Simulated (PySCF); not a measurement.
## Fractional electron number in Ne⁺ (neon, charge +1)

The 2p beta orbital of [He] 2s2 2p5 is emptied in steps (occupation f), with all orbitals relaxed, ending at [He] 2s2 2p4. All numbers are calculated (PySCF 2.14, the non-relativistic Hamiltonian (point nucleus), in def2-TZVPPD (6s4p3d1f, 40 functions)). The exact energy is a straight line in f; departures are measured from the line between the end points of the same method.

```json
{"f": "1", "UHF (eV)": "0.000", "LDA (eV)": "0.000", "PBE (eV)": "0.000", "PBE0 (eV)": "0.000", "r2SCAN (eV)": "0.000", "LC-wPBE (eV)": "0.000", "BHandHLYP (eV)": "0.000", "wB97X (eV)": "0.000", "MN15 (eV)": "0.000", "CAM-B3LYP (eV)": "0.000"}
{"f": "0.9", "UHF (eV)": "0.249", "LDA (eV)": "-0.920", "PBE (eV)": "-0.892", "PBE0 (eV)": "-0.612", "r2SCAN (eV)": "-0.818", "LC-wPBE (eV)": "-0.398", "BHandHLYP (eV)": "-0.334", "wB97X (eV)": "-0.390", "MN15 (eV)": "-0.534", "CAM-B3LYP (eV)": "-0.490"}
{"f": "0.7", "UHF (eV)": "0.562", "LDA (eV)": "-2.158", "PBE (eV)": "-2.085", "PBE0 (eV)": "-1.427", "r2SCAN (eV)": "-1.896", "LC-wPBE (eV)": "-0.928", "BHandHLYP (eV)": "-0.785", "wB97X (eV)": "-0.907", "MN15 (eV)": "-1.240", "CAM-B3LYP (eV)": "-1.148"}
{"f": "0.5", "UHF (eV)": "0.648", "LDA (eV)": "-2.578", "PBE (eV)": "-2.480", "PBE0 (eV)": "-1.695", "r2SCAN (eV)": "-2.231", "LC-wPBE (eV)": "-1.099", "BHandHLYP (eV)": "-0.941", "wB97X (eV)": "-1.071", "MN15 (eV)": "-1.464", "CAM-B3LYP (eV)": "-1.370"}
{"f": "0.3", "UHF (eV)": "0.528", "LDA (eV)": "-2.170", "PBE (eV)": "-2.076", "PBE0 (eV)": "-1.417", "r2SCAN (eV)": "-1.842", "LC-wPBE (eV)": "-0.913", "BHandHLYP (eV)": "-0.796", "wB97X (eV)": "-0.886", "MN15 (eV)": "-1.215", "CAM-B3LYP (eV)": "-1.151"}
{"f": "0.1", "UHF (eV)": "0.220", "LDA (eV)": "-0.930", "PBE (eV)": "-0.883", "PBE0 (eV)": "-0.603", "r2SCAN (eV)": "-0.770", "LC-wPBE (eV)": "-0.383", "BHandHLYP (eV)": "-0.343", "wB97X (eV)": "-0.369", "MN15 (eV)": "-0.510", "CAM-B3LYP (eV)": "-0.493"}
{"f": "0", "UHF (eV)": "0.000", "LDA (eV)": "0.000", "PBE (eV)": "0.000", "PBE0 (eV)": "0.000", "r2SCAN (eV)": "0.000", "LC-wPBE (eV)": "0.000", "BHandHLYP (eV)": "0.000", "wB97X (eV)": "0.000", "MN15 (eV)": "0.000", "CAM-B3LYP (eV)": "0.000"}
```

| method | E(f=0) − E(f=1) (eV) | −ε at f=1 (eV) | −ε at f=0.5 (eV) |
| --- | --- | --- | --- |
| UHF | 39.287 | 42.101 | 39.186 |
| LDA | 41.423 | 31.224 | 41.386 |
| PBE | 41.139 | 31.234 | 41.164 |
| PBE0 | 41.008 | 34.218 | 41.036 |
| r2SCAN | 41.137 | 32.020 | 41.295 |
| LC-wPBE | 41.308 | 36.885 | 41.353 |
| BHandHLYP | 40.934 | 37.240 | 40.903 |
| wB97X | 40.955 | 36.626 | 41.017 |
| MN15 | 41.196 | 35.262 | 41.268 |
| CAM-B3LYP | 41.266 | 35.829 | 41.258 |

Orbital energy along the path (eV):

```tsv
f	UHF	LDA	PBE	PBE0	r2SCAN	LC-wPBE	BHandHLYP	wB97X	MN15	CAM-B3LYP
1	-42.101	-31.224	-31.234	-34.218	-32.020	-36.885	-37.240	-36.626	-35.262	-35.829
0.9	-41.457	-33.217	-33.196	-35.570	-33.884	-37.764	-37.952	-37.491	-36.461	-36.896
0.7	-40.265	-37.268	-37.165	-38.297	-37.614	-39.552	-39.409	-39.249	-38.872	-39.063
0.5	-39.186	-41.386	-41.164	-41.036	-41.295	-41.353	-40.903	-41.017	-41.268	-41.258
0.3	-38.203	-45.543	-45.146	-43.752	-44.835	-43.115	-42.425	-42.738	-43.605	-43.462
0.1	-37.304	-49.697	-49.032	-46.395	-48.091	-44.760	-43.972	-44.302	-45.798	-45.652
0	-36.881	-51.754	-50.903	-47.665	-49.569	-45.508	-44.756	-44.966	-46.775	-46.730
```

Reference removal energy between the ground levels: 40.963 eV (measured; NIST Atomic Spectra Database, ionization energies). The calculation has no spin-orbit coupling. UHF lacks correlation.
